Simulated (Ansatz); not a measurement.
`[CH3][AlH][CH2]F` + CH₃SH → `[CH3][AlH][S]C` + `CF` at 500 K and 1 bar (ligand exchange at the Al–C bond).

Computed with Ansatz on PBE0-D4/def2-TZVP structures; ΔE is electronic, products minus reactants. CCSD(T)/CBS is the MP2 limit (def2-TZVPP, def2-QZVPP) plus CCSD(T) − MP2 in def2-TZVPP, frozen cores. This one scheme is used for every species. Each species was taken in one conformer, which may not be the lowest.

```csv
species,CCSD(T)/CBS energy (Eh),H − E (kJ/mol),S (J/(mol·K))
`[CH3][AlH][CH2]F`,-421.50169,230.0,406.4
CH₃SH,-438.22835,145.1,283.7
`[CH3][AlH][S]C`,-720.14936,262.6,427.8
`CF`,-139.63461,122.2,244.8
```

H − E and S are ideal-gas, rigid-rotor, harmonic terms from PBE0-D4/def2-TZVP, for one conformer and one mirror image of each species. 1 Eh = 2625.50 kJ/mol, R = 8.31446 J/(mol·K).

By hand: ΔE, ΔH, ΔS and ΔG.

ΔE = (-720.14936) + (-139.63461) − (-421.50169) − (-438.22835) = -0.05393 Eh = -141.6 kJ/mol. Δ(H − E) = 262.6 + 122.2 − 230.0 − 145.1 = 9.7, so ΔH = -131.9 kJ/mol. ΔS = 427.8 + 244.8 − 406.4 − 283.7 = -17.5 J/(mol·K). ΔG = -131.9 − 500 × (-17.5)/1000 = -123.2 kJ/mol.

By hand: the equilibrium constant, and the temperature at which ΔG would vanish if ΔH and ΔS stayed fixed.

log₁₀ K = −ΔG/(RT ln 10) = 12.9. ΔG = 0 at ΔH/ΔS = 7537 K, far beyond where these terms or the molecules hold.

ΔH outweighs TΔS. A doubt of 5 kJ/mol in ΔE shifts log₁₀ K by 0.5 here. Other conformers and mirror images would add mixing entropy, several J/(mol·K) or more a flexible species. Modes under 60 cm⁻¹, often nearly free rotors, make the harmonic entropy too high. These are equilibria of isolated gas molecules and say nothing of rates. Largest T1 diagnostic: 0.010 (customary marks: 0.02 for closed shells, 0.045 for open ones).
